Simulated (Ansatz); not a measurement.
`B[Si](C)(F)Cl` + `CO[SiH2]N` → `BN[SiH2]OC` + `C[SiH](F)Cl`  (cleavage of the B–Si bond)

Computed with Ansatz on PBE0-D4/def2-TZVP structures; ΔE is electronic, products minus reactants. CBS: MP2 limit from def2 TZ/QZ plus the TZ coupled-cluster correction, frozen cores. This one scheme is used for every species. DFT in def2-TZVPP. Each species was taken in one conformer, which may not be the lowest.

`B[Si](C)(F)Cl`:

Cartesian coordinates in Å:
```
B 1.770 -0.305 0.557
Si -0.091 0.405 0.412
C -1.159 -0.074 -1.020
F -0.164 1.997 0.558
Cl -0.867 -0.408 2.150
H 2.028 -1.402 0.159
H 2.622 0.305 1.130
H -1.188 -1.161 -1.127
H -2.179 0.289 -0.872
H -0.772 0.355 -1.948
```

`CO[SiH2]N`:

Cartesian coordinates in Å:
```
C 1.191 0.342 1.208
O -0.173 0.004 1.153
Si -1.070 0.147 -0.218
N -0.587 -0.809 -1.546
H 1.794 -0.320 0.576
H 1.364 1.378 0.890
H 1.531 0.239 2.240
H -0.992 1.551 -0.706
H -2.424 -0.253 0.222
H 0.034 -0.466 -2.257
H -0.668 -1.812 -1.562
```

`BN[SiH2]OC`:

Z-matrix (Å, degrees):
```
Si
N 1 1.730
O 1 1.639 2 108.1
H 1 1.490 2 110.4 3 -117.9
H 1 1.482 2 107.5 3 121.4
B 2 1.400 1 126.2 3 -110.3
H 2 1.011 1 116.8 3 68.3
C 3 1.408 1 123.4 2 -167.8
H 6 1.198 2 119.7 1 179.5
H 6 1.198 2 118.9 1 -0.8
H 8 1.097 3 111.7 1 48.3
H 8 1.095 3 111.3 1 -73.3
H 8 1.091 3 108.3 1 167.6
```

`C[SiH](F)Cl`:

Z-matrix (Å, degrees):
```
C
Si 1 1.843
H 1 1.093 2 110.3
H 1 1.092 2 110.4 3 119.9
H 1 1.092 2 110.5 3 -120.1
F 2 1.594 1 109.4 3 60.6
Cl 2 2.046 1 110.3 3 178.7
H 2 1.477 1 114.2 3 -59.8
```

```tsv
level	ΔE (kcal/mol)	difference from CCSD(T)/CBS
PBE-D4	-36.2	1.8
PBE0-D4	-36.8	1.2
ωB97X-V	-37.3	0.7
ωB97M-V	-38.7	-0.7
B2PLYP	-39.1	-1.1
PBE	-36.5	1.5
PBE0	-37.1	0.9
MP2/def2-TZVPP	-39.8	-1.8
SCS-MP2/def2-TZVPP	-39.6	-1.6
CCSD/def2-TZVPP	-38.4	-0.4
CCSD(T)/def2-TZVPP	-38.5	-0.5
HF/def2-QZVPP	-39.4	-1.4
MP2/def2-QZVPP	-39.6	-1.6
HF/CBS(def2)	-39.4	-1.4
MP2/CBS(def2)	-39.3	-1.3
CCSD/CBS(def2)	-37.8	0.2
CCSD(T)/CBS	-38.0	0
```

Largest T1 diagnostic among the species: 0.012.
